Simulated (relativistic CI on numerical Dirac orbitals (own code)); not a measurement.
Ta2+: L2,3 absorption edge

Computed with this model: Dirac-Coulomb-Breit CI, orbitals from a KLI potential per configuration, QED by a radiative potential, valence Slater integrals scaled by 0.8, multiplet model of core-to-valence dipole absorption; configurations [Xe] 4f14 5d3 → [He] 2s2 2p5 3s2 3p6 3d10 4s2 4p6 4d10 4f14 5s2 5p6 5d4; 300 K; Lorentzian 7.5 eV and Gaussian 1 eV FWHM. Energies are those of the free ion, without screening or charge transfer. The branching ratio is the share of the lower-energy edge in the whole absorption, uncertain by about 0.02 where the edges overlap. S is read from ⟨S²⟩ = S(S + 1).

Field parameters in Wybourne normalisation: Oh B⁴₀ = 21Dq, B⁴₄ = √(5/14) B⁴₀. The field is a parameter set, without covalency.

free ion: ground-state S = 1.46, centroid 10087.85 eV, branching ratio 0.833. Peaks (eV, height): 9878.0 (100), 11135.0 (19).

Oh, 10Dq = 5500 cm⁻¹: ground-state S = 1.47, centroid 10163.96 eV, branching ratio 0.773. Peaks (eV, height): 9878.0 (100), 11134.5 (29).

Oh, 10Dq = 26350 cm⁻¹: ground-state S = 1.49, centroid 10219.83 eV, branching ratio 0.729. Peaks (eV, height): 9878.5 (100), 11135.0 (37).

Oh, 10Dq = 40250 cm⁻¹: ground-state S = 1.49, centroid 10227.11 eV, branching ratio 0.723. Peaks (eV, height): 9879.5 (100), 11135.5 (37).

The statistical ratio of this edge is 2/3 = 0.667. Values above it arise where the holes sit mainly in the j = l + 1/2 valence subshell or the ground state has high spin; values below it where core-valence Coulomb terms move weight to the upper edge, as in nearly empty shells. At deep edges of heavy elements the radial integrals of the two core levels differ, which raises the baseline.

Strongest unbroadened transitions for Oh, 10Dq = 5500 cm⁻¹:

```tsv
Energy (eV)	Relative strength
9877.30	45.0
9877.38	100.0
9877.93	27.9
9878.04	21.5
9878.08	13.9
9878.14	52.2
9878.16	17.7
9878.18	66.4
9878.24	23.6
9878.26	18.4
9878.54	24.6
9878.55	26.3
9878.58	57.5
9878.61	23.3
11133.86	36.9
11134.00	30.6
11134.19	21.6
11135.18	16.7
```
